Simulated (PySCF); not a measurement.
Working out the ionisation energy of Xe⁺

Xe⁺ [Kr] 4d10 5s2 5p5 (2P) → Xe²⁺ [Kr] 4d10 5s2 5p4 (3P). Computed with PySCF 2.14 in def2-TZVP with the def2 core potential (28 electrons), with scalar relativity through the core potential. Frozen: 4s2 4p6 4d10. Energies in hartree (1 hartree = 27.21139 eV):

| part | Xe⁺ (lower) | Xe²⁺ (upper) |
| --- | --- | --- |
| UHF | -327.877043 | -327.139218 |
| CCSD correlation | -0.134443 | -0.108143 |
| (T) | -0.003563 | -0.002571 |

**Question.** What does Hartree-Fock give?

**Answer.** (-327.139218) − (-327.877043) = 0.737825 hartree = 20.077 eV.

**Question.** What do CCSD and CCSD(T) give?

**Answer.** The CCSD correlation energies differ by 0.026300 hartree = 0.716 eV and the triples by 0.000992 hartree = 0.027 eV, so CCSD gives 20.793 eV and CCSD(T) 20.820 eV.

Reference: 20.975 eV (semi-empirical (NIST evaluation); NIST Atomic Spectra Database, ionization energies), between the lowest levels; spin-orbit coupling is absent from the calculation.

What remains against the reference includes basis incompleteness, the frozen core and higher excitations.
